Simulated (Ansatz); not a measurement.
Relaxation of Co5O4⁺ with RKS PBE-D4/def2-SVP.

```sh
$ ansatz run in.yaml --threads 4 --pin off --events-out ev --progress --plain --max-ram 6963MiB
```

```yaml
crystal:
  periodic: [false, false, false]
  atoms:
    - {symbol: Co, position_ang: [-3.013440, -1.984100, 0.753100]}
    - {symbol: Co, position_ang: [2.338250, 0.936180, -1.182210]}
    - {symbol: Co, position_ang: [-2.914050, -0.396390, 2.249520]}
    - {symbol: Co, position_ang: [-0.354350, -0.144790, 0.197100]}
    - {symbol: Co, position_ang: [4.987520, 2.050840, -2.601080]}
    - {symbol: O, position_ang: [3.696870, 1.442290, -1.820840]}
    - {symbol: O, position_ang: [-1.776040, -0.677930, 0.880860]}
    - {symbol: O, position_ang: [-3.964930, -1.628030, 2.031540]}
    - {symbol: O, position_ang: [1.000170, 0.401920, -0.507990]}
basis:
  gaussian: {orbitals: def2-SVP}
total_charge: 1
hamiltonian: {xc: pbe, dispersion: d4}
scf: {lower_state_search: "off"}
output: {orbitals: {seedname: orbitals}}
relax: {f_tol: 0.03, max_steps: 70}
```

Hardware: 4 threads of Arm Neoverse V2 on a shared host. Wall time 11 min, peak host memory 0.77 GiB.

Positions (Å) and forces (eV/Å) at steps 1, 2, 3, 4, 5, 6, 7, 8, 9, 10, 11, 12, 13, 14, 15, 16, 17, 18, 19, 20, 21, 22, 23, 24, 25, 26, 27, 28, 29, 31, 32 of 45:

```xyz
9
step=1 energy=-196245.2653 eV
Co   -3.013   -1.984    0.753    1.144    0.159   -0.918
Co    2.338    0.936   -1.182   -0.057    0.688   -1.143
Co   -2.914   -0.396    2.250    1.282    0.920   -0.275
Co   -0.354   -0.145    0.197   -0.578    0.099   -0.177
Co    4.988    2.051   -2.601    0.209    0.149   -0.211
O     3.697    1.442   -1.821    2.288    0.495   -0.463
O    -1.776   -0.678    0.881   -0.591   -0.295    0.386
O    -3.965   -1.628    2.032   -2.998   -1.347    1.526
O     1.000    0.402   -0.508   -0.700   -0.868    1.276
9
step=2 energy=-196245.6378 eV
Co   -3.044   -2.003    0.795    0.837    0.307   -0.579
Co    2.361    0.967   -1.230   -0.312    0.629   -0.905
Co   -2.938   -0.429    2.274    0.852    0.505   -0.393
Co   -0.386   -0.128    0.172   -0.303    0.214   -0.301
Co    5.082    2.060   -2.604    0.079    0.094   -0.123
O     3.768    1.463   -1.844    1.275    0.072   -0.031
O    -1.814   -0.678    0.879   -0.457   -0.287    0.365
O    -4.027   -1.668    2.088   -1.890   -0.881    1.071
O     0.998    0.417   -0.530   -0.082   -0.652    0.895
9
step=3 energy=-196245.8670 eV
Co   -3.083   -1.960    0.830   -0.298   -1.090   -0.221
Co    2.320    1.070   -1.379   -0.105   -0.201    0.287
Co   -2.963   -0.449    2.238   -0.229    0.251    1.072
Co   -0.460   -0.064    0.067    0.227    0.088   -0.109
Co    5.176    2.049   -2.575   -0.013   -0.079    0.109
O     3.873    1.439   -1.799   -0.005    0.150   -0.212
O    -1.839   -0.702    0.891    0.192    0.298   -0.300
O    -4.070   -1.788    2.242    0.468    0.563   -0.570
O     1.045    0.406   -0.515   -0.237    0.020   -0.055
9
step=4 energy=-196245.8326 eV rejected
Co   -3.011   -2.060    0.904   -0.550    0.257   -0.064
Co    2.320    1.173   -1.287    0.096   -0.447    0.021
Co   -2.896   -0.485    2.322   -0.577    0.075   -0.185
Co   -0.481   -0.066    0.035    0.161   -0.044   -0.029
Co    5.207    2.073   -2.513   -0.221   -0.250    0.132
O     3.868    1.370   -1.874   -0.224    0.349    0.024
O    -1.875   -0.666    0.853    0.252   -0.265    0.221
O    -4.130   -1.694    2.181    0.987   -0.014   -0.059
O     0.999    0.354   -0.621    0.075    0.339   -0.059
9
step=5 energy=-196245.9462 eV
Co   -3.051   -2.014    0.843   -0.063    0.003    0.106
Co    2.314    1.112   -1.324   -0.032   -0.063    0.016
Co   -2.939   -0.449    2.278   -0.073   -0.109    0.017
Co   -0.477   -0.052    0.055    0.036    0.061   -0.066
Co    5.196    2.034   -2.535   -0.033   -0.094    0.067
O     3.857    1.407   -1.834   -0.004    0.122   -0.063
O    -1.861   -0.674    0.864    0.063    0.016   -0.040
O    -4.042   -1.761    2.221    0.084    0.057   -0.061
O     1.003    0.398   -0.567    0.022    0.007    0.024
9
step=6 energy=-196245.9589 eV
Co   -3.032   -2.028    0.853   -0.043    0.007    0.048
Co    2.282    1.098   -1.389   -0.029   -0.039    0.038
Co   -2.925   -0.465    2.288   -0.032   -0.039   -0.011
Co   -0.514    0.016    0.035    0.017    0.024   -0.032
Co    5.242    1.971   -2.473   -0.054   -0.072    0.087
O     3.843    1.432   -1.821    0.018    0.079   -0.097
O    -1.866   -0.663    0.853    0.040    0.010   -0.006
O    -4.006   -1.791    2.242    0.057    0.011   -0.025
O     0.975    0.430   -0.588    0.025    0.019   -0.002
9
step=7 energy=-196245.9677 eV
Co   -3.010   -2.041    0.863    0.047   -0.012   -0.034
Co    2.240    1.100   -1.458    0.003   -0.001    0.016
Co   -2.910   -0.478    2.297    0.078    0.039   -0.026
Co   -0.558    0.099    0.011   -0.025   -0.038    0.026
Co    5.308    1.894   -2.364   -0.415   -0.149    0.195
O     3.812    1.444   -1.838    0.354    0.124   -0.188
O    -1.866   -0.652    0.842   -0.018    0.035    0.000
O    -3.950   -1.833    2.275   -0.044   -0.028    0.022
O     0.934    0.468   -0.628    0.020    0.030   -0.011
9
step=8 energy=-196245.9851 eV
Co   -2.969   -2.064    0.875    0.008   -0.006    0.002
Co    2.185    1.166   -1.519   -0.045    0.037   -0.055
Co   -2.879   -0.483    2.291   -0.036    0.021    0.083
Co   -0.580    0.137   -0.007    0.013    0.017   -0.006
Co    5.334    1.769   -2.214    0.041   -0.009    0.013
O     3.773    1.441   -1.881    0.016   -0.005    0.002
O    -1.871   -0.635    0.822    0.020   -0.030   -0.076
O    -3.885   -1.867    2.305    0.018    0.002   -0.014
O     0.892    0.537   -0.672   -0.036   -0.028    0.052
9
step=9 energy=-196245.9857 eV
Co   -2.929   -2.085    0.887    0.016    0.011   -0.008
Co    2.129    1.211   -1.601    0.045    0.004    0.000
Co   -2.851   -0.494    2.296   -0.024    0.012    0.045
Co   -0.617    0.198   -0.033    0.032   -0.001    0.014
Co    5.375    1.650   -2.063   -0.721   -0.101    0.074
O     3.742    1.436   -1.912    0.587    0.058   -0.020
O    -1.878   -0.620    0.798   -0.027   -0.050   -0.030
O    -3.814   -1.909    2.340    0.057    0.031   -0.028
O     0.843    0.613   -0.712    0.036    0.036   -0.046
9
step=10 energy=-196246.0054 eV
Co   -2.890   -2.107    0.900   -0.006   -0.009    0.024
Co    2.079    1.291   -1.673    0.053    0.005   -0.019
Co   -2.800   -0.495    2.288    0.004   -0.002    0.014
Co   -0.627    0.233   -0.055   -0.054    0.002    0.048
Co    5.342    1.514   -1.920   -0.005   -0.014    0.013
O     3.718    1.409   -1.886   -0.046    0.003    0.005
O    -1.864   -0.632    0.765    0.038   -0.008   -0.053
O    -3.738   -1.924    2.373    0.021    0.019   -0.025
O     0.781    0.712   -0.792   -0.005    0.005   -0.006
9
step=11 energy=-196246.0189 eV
Co   -2.871   -2.152    0.921   -0.001    0.029    0.023
Co    2.028    1.361   -1.741    0.023   -0.001    0.001
Co   -2.723   -0.494    2.252    0.038    0.029   -0.029
Co   -0.636    0.284   -0.054   -0.023   -0.026    0.047
Co    5.308    1.377   -1.779   -0.070   -0.005    0.009
O     3.681    1.395   -1.876    0.003   -0.014    0.007
O    -1.833   -0.686    0.708    0.025   -0.029   -0.044
O    -3.677   -1.906    2.409    0.049    0.018   -0.049
O     0.724    0.821   -0.840   -0.045   -0.002    0.034
9
step=12 energy=-196246.0267 eV
Co   -2.829   -2.175    0.931   -0.031    0.032    0.064
Co    1.976    1.434   -1.797    0.312   -0.065    0.026
Co   -2.653   -0.488    2.229    0.043    0.008   -0.058
Co   -0.651    0.318   -0.073    0.031    0.008    0.009
Co    5.261    1.246   -1.643   -0.268    0.001   -0.019
O     3.643    1.361   -1.845   -0.079    0.032    0.017
O    -1.809   -0.711    0.665    0.065   -0.001   -0.083
O    -3.595   -1.902    2.434    0.020   -0.006   -0.025
O     0.658    0.918   -0.901   -0.094   -0.010    0.068
9
step=13 energy=-196246.0352 eV
Co   -2.819   -2.188    0.937   -0.027    0.026    0.102
Co    1.953    1.459   -1.809    0.323   -0.030   -0.006
Co   -2.609   -0.477    2.201    0.058   -0.019   -0.056
Co   -0.661    0.330   -0.086    0.007    0.016    0.024
Co    5.227    1.178   -1.582   -0.351    0.029   -0.042
O     3.618    1.358   -1.829    0.048    0.000    0.034
O    -1.797   -0.734    0.626    0.032   -0.013   -0.099
O    -3.544   -1.889    2.454    0.008    0.013   -0.042
O     0.631    0.962   -0.912   -0.098   -0.022    0.085
9
step=14 energy=-196246.0669 eV
Co   -2.805   -2.239    0.972   -0.078    0.305    0.279
Co    1.909    1.532   -1.798    0.221    0.016   -0.033
Co   -2.465   -0.450    2.117   -0.057   -0.206   -0.229
Co   -0.694    0.340   -0.124   -0.051   -0.064    0.109
Co    5.145    1.039   -1.473   -0.532    0.106   -0.102
O     3.561    1.350   -1.789    0.397   -0.087    0.090
O    -1.778   -0.826    0.499   -0.010   -0.111   -0.016
O    -3.450   -1.811    2.502    0.259    0.075   -0.213
O     0.577    1.066   -0.905   -0.150   -0.034    0.116
9
step=15 energy=-196246.1056 eV
Co   -2.851   -2.269    0.999    0.178    0.753    0.731
Co    1.875    1.604   -1.748    0.156   -0.017    0.030
Co   -2.350   -0.394    1.984   -0.076   -0.738   -0.259
Co   -0.729    0.313   -0.159   -0.073   -0.189    0.113
Co    5.075    0.940   -1.403   -0.598    0.151   -0.136
O     3.515    1.341   -1.752    0.519   -0.113    0.111
O    -1.774   -0.945    0.352   -0.234   -0.054    0.083
O    -3.299   -1.730    2.584    0.400    0.277   -0.832
O     0.539    1.140   -0.855   -0.272   -0.070    0.159
9
step=16 energy=-196246.2261 eV
Co   -2.882   -2.251    1.058    0.096    0.443    0.379
Co    1.853    1.661   -1.582    0.106    0.148   -0.100
Co   -2.193   -0.354    1.867   -0.033   -0.389   -0.295
Co   -0.765    0.171   -0.250    0.059    0.334    0.199
Co    5.027    0.893   -1.424   -0.196    0.074   -0.093
O     3.489    1.366   -1.713   -0.007   -0.099    0.209
O    -1.809   -1.088    0.220   -0.116   -0.266   -0.142
O    -3.189   -1.567    2.591    0.125    0.083   -0.221
O     0.468    1.169   -0.768   -0.035   -0.328    0.064
9
step=17 energy=-196246.3650 eV
Co   -2.897   -2.228    1.115    0.246    0.436    0.211
Co    1.816    1.746   -1.485    0.049   -0.201    0.140
Co   -2.071   -0.334    1.726    0.037   -0.061   -0.042
Co   -0.779    0.097   -0.251    0.235    0.304    0.226
Co    4.966    0.836   -1.441   -0.206    0.067   -0.063
O     3.438    1.382   -1.645   -0.099    0.033    0.109
O    -1.821   -1.221    0.083   -0.388   -0.501   -0.149
O    -3.096   -1.422    2.604    0.123    0.012   -0.354
O     0.445    1.145   -0.705    0.004   -0.089   -0.079
9
step=18 energy=-196246.4309 eV
Co   -2.894   -2.193    1.146    0.425    0.626   -0.215
Co    1.768    1.756   -1.405    0.073   -0.210    0.136
Co   -1.945   -0.299    1.596   -0.526    0.165    0.961
Co   -0.771    0.032   -0.176    0.384   -0.162   -0.716
Co    4.907    0.815   -1.451   -0.220    0.083   -0.035
O     3.379    1.387   -1.589    0.009    0.018    0.017
O    -1.859   -1.336   -0.065   -0.344   -0.447    0.182
O    -2.994   -1.288    2.585    0.257   -0.109   -0.455
O     0.408    1.125   -0.641   -0.060    0.036    0.126
9
step=19 energy=-196246.5321 eV
Co   -2.918   -2.143    1.152    0.471    0.466   -0.161
Co    1.775    1.756   -1.333   -0.067   -0.021    0.071
Co   -1.950   -0.257    1.590   -0.170    0.209    0.583
Co   -0.760   -0.055   -0.252   -0.052   -0.180    0.021
Co    4.903    0.845   -1.480   -0.031    0.022   -0.032
O     3.379    1.416   -1.563    0.055   -0.017    0.015
O    -1.908   -1.365   -0.096   -0.339   -0.367    0.079
O    -2.934   -1.268    2.612    0.200   -0.020   -0.594
O     0.413    1.071   -0.631   -0.067   -0.092    0.018
9
step=20 energy=-196246.7205 eV
Co   -2.869   -2.040    1.134    0.117    0.174    0.257
Co    1.740    1.756   -1.181   -0.127   -0.226    0.129
Co   -1.908   -0.120    1.563    0.179    0.321    0.428
Co   -0.769   -0.243   -0.304   -0.254    0.416    0.508
Co    4.876    0.869   -1.532   -0.319    0.135   -0.038
O     3.347    1.452   -1.496    0.019   -0.099    0.117
O    -2.002   -1.449   -0.199    0.062   -0.556   -0.851
O    -2.787   -1.178    2.587   -0.044   -0.028   -0.246
O     0.372    0.953   -0.572    0.367   -0.138   -0.303
9
step=21 energy=-196246.9409 eV
Co   -2.816   -1.967    1.120    0.706    0.719   -0.550
Co    1.699    1.738   -1.069   -0.156    0.058    0.044
Co   -1.810   -0.008    1.568   -0.011   -0.194    0.420
Co   -0.787   -0.330   -0.301   -0.728    0.081    0.347
Co    4.793    0.873   -1.562    0.150   -0.035   -0.046
O     3.286    1.452   -1.429   -0.070   -0.009    0.047
O    -2.012   -1.569   -0.351    0.098   -0.313    0.231
O    -2.705   -1.073    2.552   -0.018    0.060   -0.343
O     0.353    0.885   -0.527    0.028   -0.366   -0.150
9
step=22 energy=-196247.1178 eV
Co   -2.653   -1.874    1.053    0.161    0.242   -0.279
Co    1.636    1.707   -0.964   -0.195   -0.079   -0.008
Co   -1.713    0.100    1.616   -0.210   -0.141    0.656
Co   -0.851   -0.390   -0.251    0.055    0.136   -0.663
Co    4.709    0.852   -1.602    0.163   -0.057   -0.059
O     3.211    1.427   -1.374   -0.027    0.064    0.066
O    -1.961   -1.676   -0.500    0.094   -0.129    0.352
O    -2.679   -0.965    2.482   -0.088    0.047   -0.033
O     0.300    0.818   -0.460    0.047   -0.083   -0.032
9
step=23 energy=-196247.1651 eV
Co   -2.644   -1.888    1.025    0.044    0.391   -0.017
Co    1.631    1.700   -1.040    0.528    0.333   -0.294
Co   -1.670    0.014    1.762   -0.519   -0.320    0.329
Co   -0.863   -0.284   -0.226   -0.134   -0.281   -0.090
Co    4.718    0.834   -1.606    0.276   -0.106   -0.058
O     3.220    1.409   -1.401   -0.176    0.122    0.066
O    -1.844   -1.671   -0.463    0.009    0.000    0.218
O    -2.858   -0.984    2.451    0.500    0.088   -0.416
O     0.310    0.869   -0.500   -0.528   -0.226    0.263
9
step=24 energy=-196247.1920 eV
Co   -2.773   -1.802    0.986    0.030    0.016    0.018
Co    1.670    1.590   -1.097   -0.065    0.040   -0.056
Co   -1.719    0.015    1.833    0.252    0.063   -0.260
Co   -0.891   -0.324   -0.196   -0.114    0.005    0.040
Co    4.844    0.984   -1.639   -0.046    0.053   -0.008
O     3.294    1.438   -1.425   -0.177   -0.141    0.110
O    -1.890   -1.684   -0.454    0.079    0.048   -0.039
O    -2.831   -1.029    2.487   -0.250   -0.116    0.196
O     0.297    0.813   -0.496    0.293    0.032    0.000
9
step=25 energy=-196247.1795 eV rejected
Co   -2.760   -1.721    0.985   -0.408   -0.440   -0.085
Co    1.588    1.653   -1.135    0.030   -0.233    0.146
Co   -1.565   -0.050    1.777    0.229    0.394    0.353
Co   -0.841   -0.397   -0.258   -0.058   -0.018    0.186
Co    4.766    0.957   -1.542   -0.080    0.000    0.012
O     3.210    1.407   -1.380    0.010    0.107   -0.049
O    -1.917   -1.704   -0.488    0.037   -0.014   -0.075
O    -2.783   -0.950    2.497    0.159    0.039   -0.253
O     0.304    0.805   -0.457    0.082    0.164   -0.235
9
step=26 energy=-196247.2099 eV
Co   -2.783   -1.774    0.976    0.000    0.020    0.007
Co    1.633    1.616   -1.137   -0.012    0.006   -0.035
Co   -1.642   -0.026    1.837    0.068    0.008   -0.078
Co   -0.859   -0.348   -0.195   -0.019    0.025   -0.008
Co    4.811    0.975   -1.591   -0.027    0.021   -0.004
O     3.257    1.424   -1.415   -0.033   -0.038    0.038
O    -1.888   -1.683   -0.461    0.038    0.017   -0.006
O    -2.836   -0.997    2.478   -0.075   -0.039    0.064
O     0.306    0.814   -0.491    0.060   -0.019    0.020
9
step=27 energy=-196247.2117 eV
Co   -2.835   -1.725    0.957    0.000    0.005   -0.017
Co    1.617    1.600   -1.187    0.004    0.017   -0.026
Co   -1.594   -0.078    1.860    0.021    0.029    0.034
Co   -0.819   -0.383   -0.169   -0.067    0.037   -0.028
Co    4.816    1.022   -1.568   -0.005    0.005    0.000
O     3.247    1.425   -1.426   -0.001   -0.004    0.008
O    -1.899   -1.671   -0.458   -0.003   -0.041    0.019
O    -2.860   -0.979    2.475   -0.001   -0.019   -0.017
O     0.327    0.789   -0.485    0.052   -0.029    0.028
9
step=28 energy=-196247.2127 eV
Co   -2.832   -1.725    0.958   -0.001    0.003    0.013
Co    1.617    1.595   -1.198   -0.024   -0.016    0.001
Co   -1.589   -0.076    1.864   -0.008   -0.004    0.007
Co   -0.836   -0.371   -0.178   -0.016    0.017   -0.014
Co    4.820    1.022   -1.553   -0.006    0.004    0.003
O     3.249    1.422   -1.422    0.003    0.002    0.000
O    -1.902   -1.672   -0.458    0.009    0.000   -0.008
O    -2.848   -0.987    2.481    0.010    0.003   -0.010
O     0.321    0.792   -0.495    0.034   -0.010    0.008
9
step=29 energy=-196247.2119 eV rejected
Co   -2.845   -1.711    0.965   -0.010   -0.022   -0.046
Co    1.623    1.544   -1.213   -0.184   -0.022    0.039
Co   -1.576   -0.080    1.868   -0.011    0.010    0.043
Co   -0.854   -0.377   -0.179   -0.084   -0.139   -0.031
Co    4.844    1.090   -1.546   -0.047    0.010    0.010
O     3.256    1.426   -1.422    0.207   -0.015   -0.032
O    -1.946   -1.652   -0.474   -0.033   -0.004    0.038
O    -2.840   -0.979    2.490   -0.009    0.001    0.039
O     0.338    0.740   -0.490    0.172    0.181   -0.058
9
step=31 energy=-196247.2140 eV
Co   -2.863   -1.699    0.972    0.004    0.010   -0.010
Co    1.620    1.519   -1.256    0.017   -0.024    0.020
Co   -1.554   -0.102    1.883   -0.028   -0.012   -0.006
Co   -0.865   -0.378   -0.187    0.014   -0.035   -0.005
Co    4.864    1.123   -1.507   -0.072    0.014    0.012
O     3.266    1.428   -1.426    0.050   -0.004   -0.018
O    -1.979   -1.637   -0.476   -0.007    0.026    0.030
O    -2.830   -0.985    2.505    0.020   -0.002   -0.002
O     0.342    0.730   -0.509    0.003    0.028   -0.022
9
step=32 energy=-196247.2143 eV
Co   -2.873   -1.689    0.977    0.010    0.006    0.010
Co    1.620    1.494   -1.280    0.020   -0.034    0.032
Co   -1.547   -0.100    1.882   -0.017   -0.034   -0.003
Co   -0.873   -0.381   -0.193    0.003   -0.018   -0.005
Co    4.875    1.152   -1.479   -0.094    0.016    0.013
O     3.270    1.428   -1.426    0.060   -0.004   -0.020
O    -2.009   -1.620   -0.482    0.003    0.027    0.028
O    -2.807   -0.996    2.521    0.008    0.012   -0.022
O     0.345    0.712   -0.521    0.006    0.030   -0.033
```

An occupied level of the charge 1 singlet lies above an empty one (by up to 0.09 eV), so this SCF solution is probably not the lowest. This restricted singlet of an open-shell metal (gap down to -0.09 eV) wasn't tested against broken symmetry. The relaxation made no stability test and no search for a lower SCF solution. No other spin state of charge 1 was run. Another isomer (triplet) lies 12.02 eV lower at PBE0-D4/def2-TZVP; other spin states weren't run for this one.
